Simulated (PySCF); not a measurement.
PySCF input (CCSD(T)/cc-pVDZ):

```python
from pyscf import gto, scf, mp, cc as ccmod

mol = gto.M(
    atom='''
    C    -1.07726718    0.31070560   -0.28901821
    S     0.51175678   -0.09098563    0.09072573
    H    -1.72450539   -0.40846356    0.28249763
    ''',
    basis='cc-pvdz',
    charge=-1,
    spin=0,
    verbose=4,
)

mf = scf.RHF(mol)
mf.conv_tol = 1e-10
mf.max_cycle = 100
mf.kernel()
mp2 = mp.MP2(mf, frozen=6).run()
cc = ccmod.CCSD(mf, frozen=6)
cc.max_cycle = 100
cc.kernel()
et = cc.ccsd_t()
print(f'E(CCSD(T)) = {cc.e_tot + et:.9f}')
```

Output:

```
PySCF version 2.14.0

[INPUT] verbose = 4
[INPUT] num. atoms = 3
[INPUT] num. electrons = 24
[INPUT] charge = -1
[INPUT] spin (= nelec alpha-beta = 2S) = 0
[INPUT] symmetry False subgroup None
[INPUT] Mole.unit = angstrom
[INPUT] Symbol           X                Y                Z      unit          X                Y                Z       unit  Magmom
[INPUT]  1 C     -1.077267180000   0.310705600000  -0.289018210000 AA   -2.035739933183   0.587148489369  -0.546165261912 Bohr   0.0
[INPUT]  2 S      0.511756780000  -0.090985630000   0.090725730000 AA    0.967080156589  -0.171937921971   0.171446782151 Bohr   0.0
[INPUT]  3 H     -1.724505390000  -0.408463560000   0.282497630000 AA   -3.258842887436  -0.771884260265   0.533843151539 Bohr   0.0

nuclear repulsion = 36.7557043646684
number of shells = 13
number of NR pGTOs = 74
number of NR cGTOs = 37
basis = cc-pvdz
ecp = {}

******** <class 'pyscf.scf.hf.RHF'> ********
method = RHF
initial guess = minao
damping factor = 0
level_shift factor = 0
DIIS = <class 'pyscf.scf.diis.CDIIS'>
diis_start_cycle = 1
diis_space = 8
diis_damp = 0
SCF conv_tol = 1e-10
SCF conv_tol_grad = None
SCF max_cycles = 100
direct_scf = True
direct_scf_tol = 1e-13
Set gradient conv threshold to 1e-05
Initial guess from minao.
init E= -435.786929977292
  HOMO = -0.148109103975076  LUMO = -0.0376638396471631  gap/eV = 3.00537
cycle= 1 E= -435.852282069654  delta_E= -0.0654  |g|= 0.307  |ddm|= 1.81
  HOMO = -0.00625330977109329  LUMO = 0.325999304584247  gap/eV = 9.04105
cycle= 2 E= -435.878774119714  delta_E= -0.0265  |g|= 0.172  |ddm|= 0.586
  HOMO = -0.031976982710654  LUMO = 0.336224582095708  gap/eV = 10.01927
cycle= 3 E= -435.887744623569  delta_E= -0.00897  |g|= 0.0372  |ddm|= 0.187
  HOMO = -0.0422161118048927  LUMO = 0.327761048770344  gap/eV = 10.06759
cycle= 4 E= -435.888625891728  delta_E= -0.000881  |g|= 0.0136  |ddm|= 0.104
  HOMO = -0.0399460279396791  LUMO = 0.331780572364681  gap/eV = 10.11520
cycle= 5 E= -435.888794704  delta_E= -0.000169  |g|= 0.00496  |ddm|= 0.0527
  HOMO = -0.0400889855909274  LUMO = 0.331820666105823  gap/eV = 10.12018
cycle= 6 E= -435.888831387426  delta_E= -3.67e-05  |g|= 0.00176  |ddm|= 0.0322
  HOMO = -0.0400493317771762  LUMO = 0.331922747548888  gap/eV = 10.12188
cycle= 7 E= -435.888836176987  delta_E= -4.79e-06  |g|= 0.000534  |ddm|= 0.0117
  HOMO = -0.0400340102633914  LUMO = 0.331928941228648  gap/eV = 10.12163
cycle= 8 E= -435.888836498831  delta_E= -3.22e-07  |g|= 0.000154  |ddm|= 0.00194
  HOMO = -0.0400211919958622  LUMO = 0.331930709270126  gap/eV = 10.12133
cycle= 9 E= -435.888836525515  delta_E= -2.67e-08  |g|= 3.19e-05  |ddm|= 0.000652
  HOMO = -0.0400218823871641  LUMO = 0.331930122608325  gap/eV = 10.12133
cycle= 10 E= -435.888836526777  delta_E= -1.26e-09  |g|= 9.8e-06  |ddm|= 0.000184
  HOMO = -0.040021433562103  LUMO = 0.331930660655217  gap/eV = 10.12133
cycle= 11 E= -435.888836526896  delta_E= -1.19e-10  |g|= 2.45e-06  |ddm|= 5.7e-05
  HOMO = -0.0400217828243012  LUMO = 0.331930228898962  gap/eV = 10.12133
cycle= 12 E= -435.888836526902  delta_E= -5.85e-12  |g|= 6.02e-07  |ddm|= 1.51e-05
  HOMO = -0.0400217941342276  LUMO = 0.33193030995072  gap/eV = 10.12133
Extra cycle  E= -435.888836526903  delta_E= -1.25e-12  |g|= 2.95e-07  |ddm|= 1.84e-06
converged SCF energy = -435.888836526903

******** <class 'pyscf.mp.mp2.RMP2'> ********
nocc = 6, nmo = 31
frozen orbitals 6
E(RMP2) = -436.144075831421  E_corr = -0.255239304517467
E(SCS-RMP2) = -436.140197855299  E_corr = -0.251361328395956
E_corr(same-spin) = -0.0633759657980812
E_corr(oppo-spin) = -0.191863338719385

******** <class 'pyscf.cc.ccsd.CCSD'> ********
CC2 = 0
CCSD nocc = 6, nmo = 31
frozen orbitals 6
max_cycle = 100
direct = 0
conv_tol = 1e-07
conv_tol_normt = 1e-05
diis_space = 6
diis_start_cycle = 0
diis_start_energy_diff = 1e+09
Init t2, MP2 energy = -436.14407583197  E_corr(MP2) -0.255239305066256
Init E_corr(CCSD) = -0.255239305066306
cycle = 1  E_corr(CCSD) = -0.269278190235384  dE = -0.0140388852  norm(t1,t2) = 0.063636
cycle = 2  E_corr(CCSD) = -0.278358242487605  dE = -0.00908005225  norm(t1,t2) = 0.0247552
cycle = 3  E_corr(CCSD) = -0.27955544577809  dE = -0.00119720329  norm(t1,t2) = 0.0158041
cycle = 4  E_corr(CCSD) = -0.282170464697955  dE = -0.00261501892  norm(t1,t2) = 0.00854725
cycle = 5  E_corr(CCSD) = -0.281833496296665  dE = 0.000336968401  norm(t1,t2) = 0.00243948
cycle = 6  E_corr(CCSD) = -0.281793858961934  dE = 3.96373347e-05  norm(t1,t2) = 0.000551805
cycle = 7  E_corr(CCSD) = -0.281825536626434  dE = -3.16776645e-05  norm(t1,t2) = 0.00021585
cycle = 8  E_corr(CCSD) = -0.281823301460898  dE = 2.23516554e-06  norm(t1,t2) = 7.99268e-05
cycle = 9  E_corr(CCSD) = -0.281822441244919  dE = 8.60215979e-07  norm(t1,t2) = 3.8829e-05
cycle = 10  E_corr(CCSD) = -0.281822574378695  dE = -1.33133776e-07  norm(t1,t2) = 1.14443e-05
cycle = 11  E_corr(CCSD) = -0.281822643767371  dE = -6.93886765e-08  norm(t1,t2) = 5.06487e-06
CCSD converged
E(CCSD) = -436.1706591706708  E_corr = -0.2818226437673712
CCSD(T) correction = -0.0108326091996245
E(CCSD(T)) = -436.181491780
```

It need not be the lowest isomer of its formula. Whether it binds its extra electron was not tested at this geometry.
